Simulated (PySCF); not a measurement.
## [1,1'-biphenyl]-4-carbonyl fluoride (3j) (C13H9FO): Computed beside measured shifts

System: [1,1'-biphenyl]-4-carbonyl fluoride (3j) (C13H9FO), SMILES O=C(F)c1ccc(-c2ccccc2)cc1.

Atom-mapped SMILES (hydrogens are numbered by the atom that bears them): [O:1]=[C:2]([F:3])[c:4]1[cH:5][cH:6][c:7](-[c:8]2[cH:9][cH:10][cH:11][cH:12][cH:13]2)[cH:14][cH:15]1

Level of theory: GIAO KT3/pcSseg-1, gas phase, PySCF SCF with an in-house response code, fitting set def2-universal-JFIT, grid level 2, non-relativistic, on the GFN2-xTB geometry.

One optimised conformer. Values are averaged over the atoms that symmetry or fast rotation interchanges, on this one geometry and without vibrational averaging. Shifts are the reference shielding less the shielding here, at the same level (13C, 1H against isolated TMS; 19F against isolated CFCl3; 17O against isolated H2O); nuclei without a reference have shieldings only.

**Question.** What shifts does this level give for F3, and how do they compare with measurement?

**Answer.** 
```tsv
atom	nucleus	computed / ppm	measured / ppm	computed less measured	measured against	medium of the measurement
F3	19F	-1.9	18.1	-20.0	CFCl3	CDCl3
```

Computed 19F and 31P shifts carry an offset from the reference molecule (CFCl3 is hard for DFT, lone H3PO4 or PH3 isn't the 85 % acid), so differences between compounds are more accurate than the values.

Measured values: Mengjie Cen, Xi Yang, Shanshan Zhang, Liguang Gan, Long Liu, Tieqiao Chen, Facile synthesis of acyl fluorides through deoxyfluorination of carboxylic acids.
